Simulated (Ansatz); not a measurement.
Saddle point of GeH5SF, singlet (GeH₃F ([F][GeH3]) + H₂S → GeH₄S ([SH][GeH3]) + HF; bonds formed: Ge1–S7, F2–H6; bonds broken: Ge1–F2, H6–S7), PBE0-D4/def2-TZVP structure:

Ge1  (-0.521, 0.090, -0.734)
F2  (1.231, -0.933, -0.426)
H3  (0.036, 0.122, -2.171)
H4  (-0.958, 1.535, -0.425)
H5  (-1.621, -0.962, -0.589)
H6  (1.040, -0.769, 0.703)
S7  (0.059, -0.121, 1.792)
H8  (0.733, 1.039, 1.849)
(Å)

Energies are electronic, without zero-point energy. Barriers and step energies count from the start structure reached by relaxing down the imaginary mode; all methods use the PBE0-D4 structures, on which another method's saddle can fall below an end. Computed with Ansatz 0.2.0 (basis: def2-TZVPP, with def2-QZVPP for the basis limit); correlated methods freeze the cores. Filled d shells of the heavier atoms are correlated. The def2 sets are not built for correlating such inner shells, so the correlated values are less sure here. B3LYP uses VWN-RPA correlation. Extrapolation: Hartree–Fock as exp(−7.88 √X), correlation as X^−2.97.

| method | barrier (kJ/mol) | step energy (kJ/mol) |
| --- | --- | --- |
| SPW92 | 70.3 | -21.1 |
| PBE-D4 | 98.3 | -13.3 |
| BLYP-D4 | ? | -0.2 |
| r2SCAN-D4 | 117.0 | -3.6 |
| B97M-V | 138.5 | 8.5 |
| PBE0-D4 | 119.8 | -12.8 |
| B3LYP-D4 | 133.6 | -0.4 |
| r2SCAN0-D4 | 131.1 | -6.1 |
| BHLYP-D4 | ? | 3.5 |
| CAM-B3LYP-D4 | 143.0 | 5.4 |
| wB97X-V | ? | 3.4 |
| wB97M-V | 136.2 | 0.4 |
| B2PLYP | 141.4 | 1.6 |
| PBE-QIDH | 136.3 | -9.0 |
| RPA on PBE | 145.7 | 5.0 |
| HF | 215.9 | 20.5 |
| MP2 | 139.2 | -6.3 |
| CCSD | 160.7 | 1.9 |
| CCSD(T) | 146.9 | -1.2 |

Fill in the withheld barriers. (Judge from chemistry; the value comes from the calculation.)

Computed: BHLYP-D4 158.1; wB97X-V 143.1; BLYP-D4 117.8 kJ/mol. Each is the energy of the saddle less that of the start structure, by the same method.

For comparison, the barrier by CCSD(T) at an estimated basis limit (MP2 extrapolated from triple and quadruple zeta, plus CCSD(T) − MP2 in triple zeta) is 146.4 kJ/mol.

T1 diagnostic: at most 0.013.

Exchanges of this kind with a chalcogen hydride build sulfide and selenide films.

Labels in which every atom is bracketed show which atoms are joined, not bond orders.

For scale, one of the runs: CCSD(T)/def2-TZVPP, 191 basis functions (an equivalent command: `ansatz run in.yaml --threads 4`). The run took 81 s on 4 CPU threads (shared host), with 2.1 GiB of host memory at its peak.
